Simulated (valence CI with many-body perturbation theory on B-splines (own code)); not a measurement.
**Rb6+: what each term of the Hamiltonian does**

Method: configuration interaction combined with many-body perturbation theory (CI+MBPT): three valence electrons over a frozen Dirac-Fock core [Ar] 3d10, radial functions for each j: 11 s, 11 p, 9 d, 7 f, 5 g, 2 h, 1 i, with the one-electron correlation potential Σ1, the two-electron term Σ2, the three-electron term Σ3, Breit, model QED; selected CI, second order for the rest, scaled by the run's own slope (own B-spline code, finite nucleus).

Against 19 measured levels this calculation errs by 89 cm⁻¹ on average and by 214 at most. These come from a selection out of Sansonetti, J. Phys. Chem. Ref. Data 35, 301 (2006). Levels without a partner in it may be off by more.

Each rung adds one term. CI alone is the Dirac-Coulomb CI over the frozen core; QED comes last and gives the full result, which names the levels. Energies are above 4s²4p ²P°_1/2 on the same rung, in eV.

Names give the largest LS component (configuration and term), which can be under half, so a name can repeat, a term be missing and a line seem to break the LS rules; names also repeat where a configuration has a term twice.

```tsv
Level	CI alone	Σ1	Σ2	Σ3	Breit	QED	Full
4s²4p ²P°_3/2	1.271	+0.0394	+0.0077	+0.0003	-0.0240	+0.0027	1.297
4s4p² ⁴P_1/2	14.718	+0.1683	+0.2854	+0.0028	+0.0068	-0.0353	15.146
4s4p² ⁴P_3/2	15.251	+0.1868	+0.2925	+0.0032	-0.0049	-0.0339	15.695
4s4p² ⁴P_5/2	15.915	+0.2051	+0.2899	+0.0032	-0.0168	-0.0326	16.364
4s4p² ²D_3/2	19.626	+0.2261	+0.1038	-0.0004	-0.0136	-0.0309	19.911
4s4p² ²D_5/2	19.802	+0.2341	+0.1112	-0.0003	-0.0207	-0.0302	20.096
4s4p² ²S_1/2	23.679	+0.2359	-0.2233	-0.0112	-0.0029	-0.0342	23.643
4s4p² ²P_1/2	25.431	+0.2613	-0.4734	-0.0084	-0.0183	-0.0327	25.160
4s4p² ²P_3/2	26.028	+0.2736	-0.5681	-0.0070	-0.0225	-0.0323	25.671
4s²4d ²D_3/2	31.739	+0.3745	-0.3365	-0.0039	-0.0466	-0.0006	31.726
4s²4d ²D_5/2	31.897	+0.3797	-0.3346	-0.0038	-0.0536	0.0000	31.885
4p³ ²D°_3/2	38.217	+0.4168	+0.0426	+0.0015	-0.0014	-0.0661	38.611
4p³ ⁴S°_3/2	38.877	+0.4182	-0.1973	+0.0017	-0.0118	-0.0669	39.021
4p³ ²D°_5/2	38.529	+0.4352	+0.1436	+0.0029	-0.0187	-0.0619	39.030
4p³ ²P°_1/2	42.224	+0.4498	-0.1440	-0.0043	-0.0154	-0.0640	42.446
4s²5s ²S_1/2	42.109	+0.6356	-0.1839	-0.0129	-0.0426	+0.0169	42.522
4p³ ²P°_3/2	42.522	+0.4680	-0.1131	-0.0037	-0.0284	-0.0618	42.783
4s4p4d ⁴F°_3/2	43.527	+0.5057	+0.2880	+0.0075	-0.0317	-0.0354	44.261
4s4p4d ⁴F°_5/2	43.801	+0.5138	+0.2870	+0.0075	-0.0384	-0.0348	44.536
```

The middle columns are the shifts that each term adds.

Problem. How does the ionisation energy move along the ladder, and which term matters most?

Solution. CI alone 98.477, + Σ1 99.381, + Σ2 99.169, + Σ3 99.156, + Breit 99.101, + QED 99.108 eV. The largest step is Σ1, 0.904 eV. NIST lists 98.67 ± 0.04 eV (semi-empirical), further off than its uncertainty and the later steps.
